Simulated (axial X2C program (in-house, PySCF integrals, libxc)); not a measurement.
Spin–orbit effects down a group: molecules with Al (ions), CCSD

All values come from calculations with an in-house all-electron X2C program for linear molecules (integrals from PySCF), spin-free (one-electron X2C) or two-component (2c: spin–orbit coupling with atomic mean-field Coulomb and Gaunt terms, which also bring small scalar terms), in Dyall basis sets with cores contracted in-house; open shells are unrestricted.

Basis sets: Al dyall-av3z, O dyall-av3z, S dyall-av3z, Se dyall-acv3z. Frozen shells (counts by l): AlO⁻ Al 2s1p, O 1s, 10 electrons correlated; AlS⁻ S 2s1p, Al 2s1p, 10 electrons correlated; AlSe⁻ Se 3s2p1d, Al 2s1p, 10 electrons correlated. Coupled cluster in natural virtuals with an MP2 remainder. Where the outer core of a metal is frozen, bonds come out longer and ionisation energies lower.

| molecule | spin-free state | Re (Å) | ωe (cm⁻¹) | De (eV) | 2c state | Re 2c (Å) | ωe 2c (cm⁻¹) | De 2c (eV) |
| --- | --- | --- | --- | --- | --- | --- | --- | --- |
| AlO⁻ | M_S = 0, Λ = 0 | 1.649 | 978.3 | 6.05 | Ω = 0 | 1.649 | 978.5 | 6.04 |
| AlS⁻ | M_S = 0, Λ = 0 | 2.105 | 577.9 | 4.54 | Ω = 0 | 2.106 | 577.9 | 4.51 |
| AlSe⁻ | M_S = 0, Λ = 0 | 2.237 | 448.9 | 4.12 | Ω = 0 | 2.238 | 448.4 | 4.02 |

Fragments in 2c: Al + O-, S- + Al, Se- + Al. Each entry is the lowest single determinant of a limited PBE0 search at one distance. De goes to single-determinant-based atoms at the same level (for ions the charge split of lowest energy) and is withheld (n/a) where an atom does not fit its ground term or J level. Main or longest-lived isotopes. One determinant is a doubtful description, or other states lie close, for AlO⁻; these need not be ground states, and all values refer to the states named.
